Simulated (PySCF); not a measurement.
# Simulated absorption spectrum

Species: C6H5NO2.
Numbering: `[N:1]#[C:2][C:3]1=[CH:4][O:5][CH:6]=[CH:7][C@@H:8]1[OH:9]` (hydrogens: H10 on C4; H11 on C6; H12 on C7; H13 on C8; H14 on O9)

Geometry (GFN2-xTB, Å), atoms numbered from 1 in this order:
```xyz
14
C6H5NO2 angstrom
N      3.0552   -0.2670   -1.4367
C      2.0563    0.0216   -0.9501
C      0.8054    0.2864   -0.3665
C      0.5126    1.4926    0.1427
O     -0.6618    1.8281    0.6936
C     -1.6229    0.8616    0.7272
C     -1.4742   -0.3714    0.2642
C     -0.1699   -0.8774   -0.2848
O      0.2981   -1.8840    0.5986
H      1.2084    2.3207    0.1283
H     -2.5381    1.2382    1.1573
H     -2.2775   -1.0838    0.3307
H     -0.3170   -1.3179   -1.2882
H      1.1247   -2.2483    0.2615
```

Computed, not measured: TDDFT PBE0/def2-SVPD, vertical, gas phase, core orbitals frozen in the response in PySCF.

Broadening: Gaussians 0.4 eV wide at half height, area fixed by f = 4.319×10⁻⁹ ∫ε dν̃. The width is an assumption, not a result. The curve ends short of the highest state used, and states not computed would add to its high-energy end.

| E (eV) | ε (L mol⁻¹ cm⁻¹) |
| --- | --- |
| 4.41 | 14 |
| 4.45 | 32 |
| 4.49 | 68 |
| 4.54 | 161 |
| 4.58 | 300 |
| 4.62 | 530 |
| 4.66 | 886 |
| 4.70 | 1401 |
| 4.74 | 2095 |
| 4.79 | 3206 |
| 4.83 | 4234 |
| 4.87 | 5289 |
| 4.91 | 6251 |
| 4.95 | 6989 |
| 5.00 | 7432 |
| 5.04 | 7335 |
| 5.08 | 6848 |
| 5.12 | 6050 |
| 5.16 | 5056 |
| 5.20 | 3998 |
| 5.25 | 2761 |
| 5.29 | 1934 |
| 5.33 | 1290 |
| 5.37 | 831 |
| 5.41 | 534 |
| 5.46 | 345 |
| 5.50 | 303 |
| 5.54 | 327 |
| 5.58 | 398 |
| 5.62 | 495 |
| 5.66 | 601 |
| 5.71 | 723 |
| 5.75 | 794 |
| 5.79 | 833 |
| 5.83 | 839 |
| 5.87 | 818 |
| 5.92 | 772 |
| 5.96 | 739 |
| 6.00 | 726 |
| 6.04 | 743 |
| 6.08 | 798 |
| 6.12 | 891 |
| 6.17 | 1057 |
| 6.21 | 1220 |

Task: Locate the maxima and give the states behind the curve.

Result: 247 nm (5.01 eV), ε about 7400, made up of S1 (100%); 213 nm (5.82 eV), ε about 840, made up of S2 (92%) (ε in L mol⁻¹ cm⁻¹; maxima over ε = 5, shares over 10%). At its high-energy end, 6.21 eV, the curve is still rising (ε about 1200, from S3 and S4). The states used: S1 5.01 eV (f 0.110); S2 5.79 eV (f 0.012); S3 6.13 eV (f 0.0046); S4 6.36 eV (f 0.018); S5 6.65 eV (f 0.035); S6 6.81 eV (f 0.0098).

Task: Coming from long wavelengths, where does ε first pass 100 L mol⁻¹ cm⁻¹?

Result: At about 275 nm (4.51 eV), 0.50 eV below S1.

Task: What would ε be at 5.01 eV, the highest of these maxima, with half the width (0.2 eV)?

Result: About 14900 L mol⁻¹ cm⁻¹ against 7450, a factor of about 2.00; a lone state at its own centre would give exactly 2.

Task: On this curve, what absorbance would a 10⁻⁴ mol/L sample give at 280 nm over a 1 cm path?

Result: 280 nm is 4.428 eV, where ε is about 21 L mol⁻¹ cm⁻¹, so A = ε c l ≈ 0.0021 (Beer–Lambert, with the gas-phase spectrum and the assumed width).

Time: 32 s of wall time; peak memory 0.91 GiB. Hardware: one thread, Arm Neoverse V2 (aarch64), shared host.

One conformer stands for the species.
